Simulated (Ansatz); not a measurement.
C2H5B, SMILES `BC=C` (charge 0, multiplicity 1).

Cartesian coordinates (Å):
SMILES: BC=C
```xyz
8

B     -0.0830     0.8380    -0.9768
C     -0.1411     0.2769     0.4508
C      0.1659    -1.0034     0.7065
H     -0.3447     1.9767    -1.2149
H      0.2341     0.1122    -1.8703
H     -0.4294     0.9025     1.2925
H      0.1407    -1.4274     1.7056
H      0.4575    -1.6755    -0.0935
```
Charge 0, multiplicity 1.

Frozen-core energies in 6-31g from Ansatz (a program for electronic structure) at a geometry from B3LYP-D3(BJ)/def2-TZVP; the HF reference has <S^2> = 0.00 (restricted, and unstable towards unrestricted orbitals) and the T1 diagnostic is 0.010.

```json
[
 {"level": "HF", "energy (Ha)": "-103.25126", "difference from CCSDTQ (mHa)": "268.70"},
 {"level": "MP2", "energy (Ha)": "-103.47663", "difference from CCSDTQ (mHa)": "43.32"},
 {"level": "CCSD", "energy (Ha)": "-103.51143", "difference from CCSDTQ (mHa)": "8.53"},
 {"level": "CCSD(T)", "energy (Ha)": "-103.51891", "difference from CCSDTQ (mHa)": "1.05"},
 {"level": "CCSDT", "energy (Ha)": "-103.51952", "difference from CCSDTQ (mHa)": "0.43"},
 {"level": "CCSDT(Q)", "energy (Ha)": "-103.51998", "difference from CCSDTQ (mHa)": "-0.03"},
 {"level": "CCSDTQ", "energy (Ha)": "-103.51995", "difference from CCSDTQ (mHa)": "0.00"}
]
```
